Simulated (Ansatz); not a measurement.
## A geometry optimisation of CH2Ge2+ with PBE0-D3(BJ)/pcseg-1

The starting geometry of this gas-phase doublet was optimised with r2SCAN-D4.

```yaml
atoms:
  - { symbol: C, position_ang: [0.3527, 1.6775, 1.3267] }
  - { symbol: Ge, position_ang: [1.3268, 2.3865, -0.0888] }
  - { symbol: Ge, position_ang: [0.7334, 0.0517, 0.4489] }
  - { symbol: H, position_ang: [-0.2284, 1.7637, 2.2579] }
  - { symbol: H, position_ang: [0.3390, -1.3825, 0.8263] }
```

Task: Predict what becomes of its bonds when it is optimised with PBE0-D3(BJ)/pcseg-1.

Result: A bond breaks, giving a structure given below by its coordinates. Contacts that open: Ge2–Ge3 (2.47 → 3.33 Å).

The energy falls by 0.14 eV over 13 steps:

| step | E − E(last) (eV) |
| --- | --- |
| 1 | 0.138 |
| 2 | 0.131 |
| 4 | 0.115 |
| 5 | 0.110 |
| 6 | 0.103 |
| 8 | 0.076 |
| 9 | 0.044 |
| 10 | 0.037 |
| 12 | 0.000 |
| 13 | 0.000 |

Final geometry (Å):

```xyz
5

C     0.5442    1.5069    0.9960
Ge    1.2012    3.0562    0.2233
Ge    0.7244   -0.2322    0.4176
H    -0.0413    1.5773    1.9286
H     0.0950   -1.4113    1.2054
```

Frequencies at the end are all real (lowest 102 cm⁻¹). Open shells are spin-unrestricted. Run with Ansatz 0.2.0, 95 s on 1 thread of Arm Neoverse V2, on a shared host.
